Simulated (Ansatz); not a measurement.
# Molecular dynamics of FGeH5O2

input.yaml

```yaml
crystal:
  periodic: [false, false, false]
  atoms:
    - { symbol: Ge, position_ang: [0.052272, 0.185701, -0.023814] }
    - { symbol: O, position_ang: [0.083329, -0.020581, 1.952298] }
    - { symbol: H, position_ang: [-0.782698, -0.100101, 2.370879] }
    - { symbol: H, position_ang: [1.444007, -0.02829, -0.617915] }
    - { symbol: O, position_ang: [-1.069724, 1.364015, -0.728895] }
    - { symbol: H, position_ang: [-1.820229, 0.899327, -1.11586] }
    - { symbol: H, position_ang: [-0.777809, -1.133202, -0.174736] }
    - { symbol: F, position_ang: [0.829487, 1.793095, 0.954102] }
    - { symbol: H, position_ang: [0.474265, 1.026137, 1.851542] }
basis:
  gaussian: { orbitals: def2-SVP }
hamiltonian:
  xc: pbe0
md:
  timestep: 0.5
  n_steps: 200
  ensemble: nve
  temperature: 100.0
  initial_velocities: maxwell_boltzmann
  seed: 8330
```

Run as:

```bash
$ ansatz run input.yaml --threads 2 --pin off --max-ram 3072MiB --backend cpu --events-out ev --progress --plain --runs-dir out
```

It starts at the highest image of a converged band, a first-order saddle point between two minima.

Output, in part (one step line in 7, the closing report, with atoms numbered from 0):

```
md step     0: t =     0.00 fs  T =   100.0 K  F+E_penalty+E_count = -63384.54114375 eV  E_kin = 0.090482 eV  conserved = -63384.45066175 eV  (25 SCF iters)
md step     7: t =     3.50 fs  T =    69.9 K  F+E_penalty+E_count = -63384.51365997 eV  E_kin = 0.063227 eV  conserved = -63384.45043337 eV  (23 SCF iters)
md step    14: t =     7.00 fs  T =    47.7 K  F+E_penalty+E_count = -63384.49353963 eV  E_kin = 0.043191 eV  conserved = -63384.45034859 eV  (24 SCF iters)
md step    21: t =    10.50 fs  T =    34.6 K  F+E_penalty+E_count = -63384.48158535 eV  E_kin = 0.031318 eV  conserved = -63384.45026718 eV  (24 SCF iters)
md step    28: t =    14.00 fs  T =    51.7 K  F+E_penalty+E_count = -63384.49719325 eV  E_kin = 0.046749 eV  conserved = -63384.45044407 eV  (30 SCF iters)
md step    35: t =    17.50 fs  T =    63.3 K  F+E_penalty+E_count = -63384.50780387 eV  E_kin = 0.057253 eV  conserved = -63384.45055124 eV  (30 SCF iters)
md step    42: t =    21.00 fs  T =    66.2 K  F+E_penalty+E_count = -63384.51041636 eV  E_kin = 0.059902 eV  conserved = -63384.45051432 eV  (23 SCF iters)
md step    49: t =    24.50 fs  T =    80.3 K  F+E_penalty+E_count = -63384.52308240 eV  E_kin = 0.072631 eV  conserved = -63384.45045104 eV  (24 SCF iters)
md step    56: t =    28.00 fs  T =    85.2 K  F+E_penalty+E_count = -63384.52735980 eV  E_kin = 0.077083 eV  conserved = -63384.45027709 eV  (23 SCF iters)
md step    63: t =    31.50 fs  T =   119.2 K  F+E_penalty+E_count = -63384.55819155 eV  E_kin = 0.107836 eV  conserved = -63384.45035578 eV  (30 SCF iters)
md step    70: t =    35.00 fs  T =   157.3 K  F+E_penalty+E_count = -63384.59274228 eV  E_kin = 0.142284 eV  conserved = -63384.45045841 eV  (30 SCF iters)
md step    77: t =    38.50 fs  T =   205.9 K  F+E_penalty+E_count = -63384.63688892 eV  E_kin = 0.186297 eV  conserved = -63384.45059228 eV  (31 SCF iters)
md step    84: t =    42.00 fs  T =   249.5 K  F+E_penalty+E_count = -63384.67621540 eV  E_kin = 0.225713 eV  conserved = -63384.45050192 eV  (30 SCF iters)
md step    91: t =    45.50 fs  T =   288.8 K  F+E_penalty+E_count = -63384.71166532 eV  E_kin = 0.261331 eV  conserved = -63384.45033406 eV  (30 SCF iters)
md step    98: t =    49.00 fs  T =   339.0 K  F+E_penalty+E_count = -63384.75711224 eV  E_kin = 0.306693 eV  conserved = -63384.45041937 eV  (31 SCF iters)
md step   105: t =    52.50 fs  T =   358.2 K  F+E_penalty+E_count = -63384.77456246 eV  E_kin = 0.324132 eV  conserved = -63384.45043079 eV  (30 SCF iters)
md step   112: t =    56.00 fs  T =   376.0 K  F+E_penalty+E_count = -63384.79078842 eV  E_kin = 0.340220 eV  conserved = -63384.45056876 eV  (30 SCF iters)
md step   119: t =    59.50 fs  T =   366.6 K  F+E_penalty+E_count = -63384.78216375 eV  E_kin = 0.331689 eV  conserved = -63384.45047463 eV  (31 SCF iters)
md step   126: t =    63.00 fs  T =   375.6 K  F+E_penalty+E_count = -63384.79027866 eV  E_kin = 0.339895 eV  conserved = -63384.45038345 eV  (30 SCF iters)
md step   133: t =    66.50 fs  T =   427.1 K  F+E_penalty+E_count = -63384.83690334 eV  E_kin = 0.386445 eV  conserved = -63384.45045812 eV  (30 SCF iters)
md step   140: t =    70.00 fs  T =   478.8 K  F+E_penalty+E_count = -63384.88364563 eV  E_kin = 0.433212 eV  conserved = -63384.45043379 eV  (30 SCF iters)
md step   147: t =    73.50 fs  T =   535.3 K  F+E_penalty+E_count = -63384.93483788 eV  E_kin = 0.484323 eV  conserved = -63384.45051451 eV  (31 SCF iters)
md step   154: t =    77.00 fs  T =   555.2 K  F+E_penalty+E_count = -63384.95274893 eV  E_kin = 0.502337 eV  conserved = -63384.45041163 eV  (30 SCF iters)
md step   161: t =    80.50 fs  T =   576.1 K  F+E_penalty+E_count = -63384.97176552 eV  E_kin = 0.521299 eV  conserved = -63384.45046655 eV  (30 SCF iters)
md step   168: t =    84.00 fs  T =   585.7 K  F+E_penalty+E_count = -63384.98038760 eV  E_kin = 0.529958 eV  conserved = -63384.45042923 eV  (27 SCF iters)
md step   175: t =    87.50 fs  T =   630.2 K  F+E_penalty+E_count = -63385.02078223 eV  E_kin = 0.570240 eV  conserved = -63384.45054176 eV  (30 SCF iters)
md step   182: t =    91.00 fs  T =   671.2 K  F+E_penalty+E_count = -63385.05773717 eV  E_kin = 0.607289 eV  conserved = -63384.45044774 eV  (30 SCF iters)
md step   189: t =    94.50 fs  T =   725.2 K  F+E_penalty+E_count = -63385.10658729 eV  E_kin = 0.656174 eV  conserved = -63384.45041327 eV  (30 SCF iters)
md step   196: t =    98.00 fs  T =   771.1 K  F+E_penalty+E_count = -63385.14810611 eV  E_kin = 0.697687 eV  conserved = -63384.45041906 eV  (30 SCF iters)
md step   200: t =   100.00 fs  T =   787.8 K  F+E_penalty+E_count = -63385.16333057 eV  E_kin = 0.712811 eV  conserved = -63384.45051956 eV  (26 SCF iters)
Total energy: -63385.16335525 eV, -2329.3617892985 hartree
Atom 0 at     0.004424     0.373739    -0.109521 Å, force     0.453127     0.157592    -1.079056 eV/Å
Atom 1 at     0.317334    -0.477383     2.879412 Å, force     0.410213     0.358750     0.109722 eV/Å
Atom 2 at    -0.566112    -0.742891     3.126780 Å, force    -0.410261    -0.190415     0.131550 eV/Å
Atom 3 at     1.154163    -0.269068    -0.905701 Å, force    -0.110268    -0.072961     0.177221 eV/Å
Atom 4 at    -1.028777     1.253290    -1.265898 Å, force    -0.178393    -0.293561     0.219129 eV/Å
Atom 5 at    -1.922886     0.885994    -1.205023 Å, force     0.173757     0.289779    -0.090051 eV/Å
Atom 6 at    -0.899959    -0.505246     0.695346 Å, force    -0.359511    -0.328618     0.355354 eV/Å
Atom 7 at     0.802046     1.598126     0.814491 Å, force    -0.095979     0.253150     0.374442 eV/Å
Atom 8 at     0.373079     0.428755     3.217486 Å, force     0.117315    -0.173717    -0.198311 eV/Å
Dipole moment:    -0.604746    -0.382785     0.316623 e Å
```

The run went to its last step. The conserved energy stayed within 0.045 meV per atom of its start (net change 0.016 meV per atom), so the integration is sound. The kinetic energy rose, since the run started high on the potential surface and went downhill. It ends in pieces (FGeH3O + H2O), so much of that is their flight and rotation, not heat. A run of 0.1 ps of so small a system gives no equilibrium averages. The orbitals stay closed-shell, which can raise the energy where a bond breaks towards radicals; this wasn't checked here.

Between its relaxed ends the band would form Ge1–F8, O2–H9 and break Ge1–O2, F8–H9. These pairs go: Ge1–F8 2.04 → 1.73 Å, O2–H9 1.12 → 0.97 Å, Ge1–O2 1.99 → 3.12 Å, F8–H9 1.23 → 2.71 Å. In the last frame they stand as after the step (other bonds may differ from the relaxed reactants and products). It ends as FGeH3O + H2O. Pairs count as bonded within 1.25 times the sum of covalent radii (0.12 Å more for H–H).

Last frame:

```xyz
9
Properties=species:S:1:pos:R:3
Ge 0.004 0.374 -0.110
O 0.317 -0.477 2.879
H -0.566 -0.743 3.127
H 1.154 -0.269 -0.906
O -1.029 1.253 -1.266
H -1.923 0.886 -1.205
H -0.900 -0.505 0.695
F 0.802 1.598 0.815
H 0.373 0.429 3.217
```

The run took 6.4 min on 2 threads of Arm Neoverse V2, with other jobs on the host, peak memory 0.21 GiB.
